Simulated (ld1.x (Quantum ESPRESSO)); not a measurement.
oxygen, TM: configuration errors across variants

oxygen, norm-conserving Troullier–Martins (Kleinman–Bylander form), made with ld1.x (Quantum ESPRESSO) 7.5 (PBEsol, non-relativistic). Core [He], reference 2s2 2p3 (charge +1). Waves: 2p (bound): rc 1.60 bohr; 2s (bound): rc 0.85 bohr. Local part: the s channel. Core correction: none.

All-electron excitation energies from the reference (eV): (1) 2s2 2p4 -16.368; (2) 2s2 2p2 33.485; (3) 2s2 2p1 87.195; (4) 2s2 2p4.3 -18.477; (5) 2s1 2p4 15.079; (6) 2s2 2p3.5 -10.110; (7) 2s2 2p0 163.837.

Errors AE − PS in meV (a dash: test not solved or not reliable):

| change | (1) | (2) | (3) | (4) | (5) | (6) | (7) | bound ghosts |
| --- | --- | --- | --- | --- | --- | --- | --- | --- |
| base | +21 | +96 | +652 | +25 | +22 | +8.3 | +2270 | none |
| wave 2s (bound): rc 0.85 bohr becomes 2s (bound): rc 0.54 bohr | +22 | +99 | +670 | +27 | +36 | +8.6 | +2346 | none |
| wave 2s (bound): rc 0.85 bohr becomes 2s (bound): rc 0.68 bohr | +20 | +95 | +648 | +25 | +21 | +8.2 | +2257 | none |
| wave 2s (bound): rc 0.85 bohr becomes 2s (bound): rc 0.76 bohr | +20 | +95 | +645 | +24 | +20 | +8.1 | +2249 | none |
| wave 2s (bound): rc 0.85 bohr becomes 2s (bound): rc 0.84 bohr | +20 | +96 | +650 | +25 | +22 | +8.2 | +2263 | none |
| wave 2s (bound): rc 0.85 bohr becomes 2s (bound): rc 0.94 bohr | +22 | +99 | +669 | +27 | +27 | +8.8 | +2312 | none |
| wave 2s (bound): rc 0.85 bohr becomes 2s (bound): rc 1.16 bohr | +29 | +112 | +729 | +37 | +37 | +11 | +2458 | none |
| wave 2s (bound): rc 0.85 bohr becomes 2s (bound): rc 1.30 bohr | +36 | +125 | +788 | +48 | +40 | +13 | +2599 | none |

(1) Give the same row for: wave 2s (bound): rc 0.85 bohr becomes 2s (bound): rc 1.08 bohr.

Answers

(1) +26, +106, +702, +32, +34, +9.9, +2393; bound ghosts: none.
